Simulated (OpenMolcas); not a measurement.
## Tb4+: effect of the metal basis and ligand basis

Tb4+ with 8 ligands (fluoride) in square antiprismatic coordination (D4d) at 2.19 Å, a polar angle of 61.3° against the regular 57.3°. A charge of +0.5 e stands 3.2 Å behind each ligand.

- Program: OpenMolcas
- Method: CASSCF
- Spin-orbit coupling: state interaction with AMFI integrals over the reference wave functions

Fixed: active space 7 electrons in 7 orbitals (4f), DKH2 Hamiltonian.

Energies in cm-1 above the lowest state or level, χT in cm3 K/mol.

```csv
Run,Metal basis,Ligand basis,Ground state,χT at 300 K,Cost
A,ANO-RCC-VDZP,ANO-RCC-VDZP,2S+1 = 8,7.840,roughly 2.8 core-minutes
B,ANO-RCC-VTZP,ANO-RCC-VTZP,2S+1 = 8,7.842,roughly 18 core-minutes
```

Costs are those of the RASSCF and RASSI steps.

No quartet enters the spin-orbit mixing, so the splitting and order within the octet and the sextets are unsound, and g values and χT are rough. No measured value stands beside these numbers; the geometry is a model, was not optimised and need not be the one that this ion takes.

A state without a sure symmetry label is named by its multiplicity alone.
